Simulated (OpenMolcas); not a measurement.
## Multiconfigurational calculation on As

Input:

```
&GATEWAY
Coord
1

As 0.0 0.0 0.0
Basis=ANO-R2
Group=XYZ
NoMove
AngMom=0.0 0.0 0.0
AMFI
&SEWARD
* reference wave functions (RASSCF and RASSI steps not shown): 5 electrons in 8 orbitals (4s 4p 5s 5p)
>>> COPY JOB001 $Project.JobIph
&CASPT2
Multistate=1 1
Frozen=3 6
IPEA=0.25
Shift=0.2
MaxIter=60
WThr=0.0 0.3 0.05
PrWF=0.5
NoMix
>>> COPY JOB002 $Project.JobIph
&CASPT2
Multistate=8 1 2 3 4 5 6 7 8
Frozen=3 6
IPEA=0.25
Shift=0.2
MaxIter=60
WThr=0.0 0.3 0.05
PrWF=0.5
NoMix
>>> COPY JOB003 $Project.JobIph
&CASPT2
Multistate=3 1 2 3
Frozen=3 6
IPEA=0.25
Shift=0.2
MaxIter=60
WThr=0.0 0.3 0.05
PrWF=0.5
NoMix
...
```

Output, cut to the results:

```
--- CASPT2 ---
Orbital specifications:
      -----------------------

      Symmetry species                           1   2
                                                ag  au
      Frozen orbitals                            3   6
      Inactive orbitals                          5   0
      Active orbitals                            2   6
      Secondary orbitals                        25  24
      Deleted orbitals                           0   0
      Number of basis functions                 35  36
Type of calculation                        SS-CASPT2
      Fock operator                              state-specific
      IPEA shift                                 0.25
      Real shift                                 0.20
      Imaginary shift                            0.00
      The input orbitals will be transformed to quasi-canonical
Reference energy:       -2259.0981743849
      E2 (Non-variational):      -0.5217532550
      Shift correction:          -0.0122382833
      E2 (Variational):          -0.5339915384
      Total energy:           -2259.6321659232
      Residual norm:              0.0000003803
      Reference weight:           0.94234
      Contributions to the CASPT2 correlation energy
      Active & Virtual Only:         -0.0554875857
      One Inactive Excited:          -0.0758614147
      Two Inactive Excited:          -0.3904042546
::    CASPT2 Root  1     Total energy:  -2259.63216592
--- CASPT2 ---
Orbital specifications:
      -----------------------

      Symmetry species                           1   2
                                                ag  au
      Frozen orbitals                            3   6
      Inactive orbitals                          5   0
      Active orbitals                            2   6
      Secondary orbitals                        25  24
      Deleted orbitals                           0   0
      Number of basis functions                 35  36
Type of calculation                        MS-CASPT2
      Fock operator                              state-specific
      IPEA shift                                 0.25
      Real shift                                 0.20
      Imaginary shift                            0.00
      The input orbitals will be transformed to quasi-canonical
Reference energy:       -2259.0334909399
      E2 (Non-variational):      -0.5296978039
      Shift correction:          -0.0132015015
      E2 (Variational):          -0.5428993054
      Total energy:           -2259.5763902453
      Residual norm:              0.0000008874
      Reference weight:           0.93808
      Contributions to the CASPT2 correlation energy
      Active & Virtual Only:         -0.0641482527
      One Inactive Excited:          -0.0752161150
      Two Inactive Excited:          -0.3903334362
Reference energy:       -2259.0334909399
      E2 (Non-variational):      -0.5295891226
      Shift correction:          -0.0131814150
      E2 (Variational):          -0.5427705376
      Total energy:           -2259.5762614775
      Residual norm:              0.0000008773
      Reference weight:           0.93817
      Contributions to the CASPT2 correlation energy
      Active & Virtual Only:         -0.0640474170
      One Inactive Excited:          -0.0752082880
      Two Inactive Excited:          -0.3903334177
::    CASPT2 Root  1     Total energy:  -2259.57639025
::    CASPT2 Root  2     Total energy:  -2259.57626148
::    CASPT2 Root  3     Total energy:  -2259.57646403
::    CASPT2 Root  4     Total energy:  -2259.57618936
::    CASPT2 Root  5     Total energy:  -2259.57642942
::    CASPT2 Root  6     Total energy:  -2259.54136393
::    CASPT2 Root  7     Total energy:  -2259.54136494
::    CASPT2 Root  8     Total energy:  -2259.54136416
::    MS-CASPT2 Root  1     Total energy:  -2259.57712899
::    MS-CASPT2 Root  2     Total energy:  -2259.57677624
::    MS-CASPT2 Root  3     Total energy:  -2259.57653069
::    MS-CASPT2 Root  4     Total energy:  -2259.57602965
::    MS-CASPT2 Root  5     Total energy:  -2259.57526897
::    MS-CASPT2 Root  6     Total energy:  -2259.54136494
::    MS-CASPT2 Root  7     Total energy:  -2259.54136416
::    MS-CASPT2 Root  8     Total energy:  -2259.54136393
--- CASPT2 ---
Orbital specifications:
      -----------------------

      Symmetry species                           1   2
                                                ag  au
      Frozen orbitals                            3   6
      Inactive orbitals                          5   0
      Active orbitals                            2   6
      Secondary orbitals                        25  24
      Deleted orbitals                           0   0
      Number of basis functions                 35  36
Type of calculation                        MS-CASPT2
      Fock operator                              state-specific
      IPEA shift                                 0.25
      Real shift                                 0.20
      Imaginary shift                            0.00
      The input orbitals will be transformed to quasi-canonical
Reference energy:       -2258.8645564006
      E2 (Non-variational):      -0.5080419874
      Shift correction:          -0.0111107973
      E2 (Variational):          -0.5191527847
      Total energy:           -2259.3837091853
      Residual norm:              0.0000000521
      Reference weight:           0.94737
      Contributions to the CASPT2 correlation energy
      Active & Virtual Only:         -0.0457352508
      One Inactive Excited:          -0.0721951576
      Two Inactive Excited:          -0.3901115790
Reference energy:       -2258.8645564006
      E2 (Non-variational):      -0.5080491730
      Shift correction:          -0.0111124295
      E2 (Variational):          -0.5191616025
      Total energy:           -2259.3837180031
      Residual norm:              0.0000000521
      Reference weight:           0.94736
      Contributions to the CASPT2 correlation energy
...
```

Levels above the lowest, from the spin-orbit matrix with the single-state CASPT2 energies, averaged by term, on its diagonal:

```json
{"Configuration": "4s2 4p3", "Term": "4S*", "J": "3/2", "E (cm-1)": "0.0", "Measured (cm-1)": "0.0", "g": "2.000", "Term weight %": "100", "Second": ""}
{"Configuration": "4s2 4p3", "Term": "2D*", "J": "3/2", "E (cm-1)": "12070", "Measured (cm-1)": "10593", "g": "0.815", "Term weight %": "97", "Second": "3 2P*"}
{"Configuration": "4s2 4p3", "Term": "2D*", "J": "5/2", "E (cm-1)": "12340", "Measured (cm-1)": "10915", "g": "1.200", "Term weight %": "100", "Second": ""}
{"Configuration": "4s2 4p3", "Term": "2P*", "J": "1/2", "E (cm-1)": "20000", "Measured (cm-1)": "18186", "g": "0.666", "Term weight %": "100", "Second": ""}
{"Configuration": "4s2 4p3", "Term": "2P*", "J": "3/2", "E (cm-1)": "20290", "Measured (cm-1)": "18648", "g": "1.322", "Term weight %": "97", "Second": "3 2D*"}
```

Against the 4 measured excited levels shown (NIST Handbook of Basic Atomic Spectroscopic Data) the mean absolute deviation is 1600 cm-1; the largest miss in energy is 4s2 4p3 2P* 1/2: computed 20000, measured 18186 cm-1 (+10.0 %), and the largest in proportion 4s2 4p3 2D* 3/2 (+13.9 %).

Term energies are means over components that CASPT2 splits; among the terms shown or strongly mixed into the levels shown the widest spread is 60 cm-1 (4s2 4p3 2D*). The run also gave levels led by 4s2 4p2 5s, which use shells meant for correlation; these and all levels above them are left out. Measured partners are found by configuration, term and J. A level has none where our copy of the source lacks it or the pairing is in doubt (some pairs that miss far off the trend of their configuration count as doubtful), and it then counts in no deviation. Only configurations of the active space appear. The first state left out of the spin-orbit step lies near 71000 cm-1 above the lowest spin-free state of the reference (among the parities and spins computed), and the list stops at four fifths of that energy or lower.

The term weight is that of the spin-free term in the level, not the purity of its configuration. * marks odd parity.
